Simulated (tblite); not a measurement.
C₄H₈NSi (doublet state).
SMILES with atom numbers: `[H]/[N:1]=[CH:2]/[C:3]1[CH2:4][SiH2:5][CH2:6]1` (hydrogens: H7 on N1; H8 on C2; H9, H10 on C4; H11, H12 on Si5; H13, H14 on C6)
Bond orders are those of one Lewis drawing.

Computed with GFN2-xTB (tblite), gas phase: L-BFGS steps from a force-field or distance-geometry start until the largest atomic force falls under 0.01 eV/Å.

Step 17: E = -466.9590 eV
```
atom  x, y, z in Å  |  force x, y, z in eV/Å
N1      2.1333   -0.8275   -0.2647   -0.074   1.169   0.185
C2      1.5811    0.3489   -0.1703    0.056  -0.415  -0.084
C3      0.2853    0.4900    0.3908   -0.025   0.179   0.024
C4     -0.4171   -0.5251    1.2631    0.540   0.650   0.039
Si5    -1.4668   -0.7011   -0.3244    0.057  -0.216  -0.092
C6     -0.8042    1.1134   -0.4130   -0.049  -0.101  -0.025
H7      3.0372   -0.8020   -0.7355    0.002  -0.057   0.144
H8      2.0258    1.3118   -0.5673   -0.320  -0.822   0.108
H9      0.3025   -1.2378    1.6639   -0.461  -0.159  -0.065
H10    -0.9673   -0.0032    2.0723    0.303  -0.436  -0.357
H11    -2.8976   -0.8867   -0.3772   -0.432   0.069   0.230
H12    -0.8704   -1.5922   -1.2983    0.189  -0.036  -0.083
H13    -0.4554    1.5097   -1.3628   -0.193   0.229   0.111
H14    -1.4871    1.8015    0.1014    0.407  -0.055  -0.134
```

Step 18: E = -467.0158 eV
```
atom  x, y, z in Å  |  force x, y, z in eV/Å
N1      2.1325   -0.8035   -0.2449   -0.033   0.458   0.237
C2      1.5694    0.3592   -0.1632    0.240  -0.255  -0.167
C3      0.2785    0.5054    0.4012    0.193   0.038  -0.164
C4     -0.4096   -0.5282    1.2524    0.426   0.491  -0.169
Si5    -1.4670   -0.6926   -0.3380    0.013  -0.244   0.192
C6     -0.8143    1.1070   -0.4205    0.126   0.026   0.068
H7      3.0300   -0.7902   -0.7265    0.009   0.006   0.151
H8      2.0433    1.2796   -0.5881   -0.433  -0.349   0.095
H9      0.2820   -1.2668    1.6546   -0.339  -0.032  -0.112
H10    -0.9554   -0.0098    2.0468    0.048  -0.319  -0.003
H11    -2.8931   -0.8789   -0.3507   -0.532   0.031   0.189
H12    -0.8563   -1.5842   -1.2848    0.249  -0.182  -0.276
H13    -0.4676    1.5052   -1.3689   -0.152   0.253   0.095
H14    -1.4731    1.7974    0.1085    0.184   0.077  -0.137
```

Task: Estimate the geometry and energy of step 19. (The exact step hangs on the optimiser's Hessian estimate; all steps are aligned on step 18, rigid shifts and turns removed.)

Result: E = -467.0651 eV, largest force 0.533 eV/Å
```
atom  x, y, z in Å  |  force x, y, z in eV/Å
N1      2.1682   -0.7928   -0.2101   -0.057   0.451   0.204
C2      1.5659    0.3550   -0.1704    0.397  -0.283  -0.216
C3      0.2798    0.4963    0.3963    0.327   0.081  -0.321
C4     -0.3993   -0.5260    1.2481    0.189   0.175  -0.282
Si5    -1.4784   -0.6920   -0.3386   -0.145  -0.196   0.260
C6     -0.8183    1.1036   -0.4180    0.241  -0.030   0.101
H7      3.0626   -0.7744   -0.7027   -0.093   0.047   0.198
H8      2.0124    1.2663   -0.6387   -0.411  -0.309   0.110
H9      0.2616   -1.2865    1.6549   -0.186  -0.009  -0.137
H10    -0.9411   -0.0143    2.0370   -0.112  -0.162   0.200
H11    -2.9169   -0.8624   -0.3601   -0.302   0.041   0.197
H12    -0.8652   -1.5839   -1.2831    0.234  -0.192  -0.280
H13    -0.4787    1.5138   -1.3621   -0.115   0.230   0.039
H14    -1.4533    1.7968    0.1255    0.033   0.156  -0.073
```

The energy changes by -0.0493 eV. The first-order estimate −F·Δx gives -0.0608 eV and the mean of the old and new forces, exact on a quadratic surface, -0.0493 eV. The step makes an angle of 68° with the force vector and moves no atom by more than 0.061 Å.

What follows is the cost of the whole relaxation. Hardware: one thread of an AMD EPYC, no GPU (shared host). Cost: 1.2 s wall.
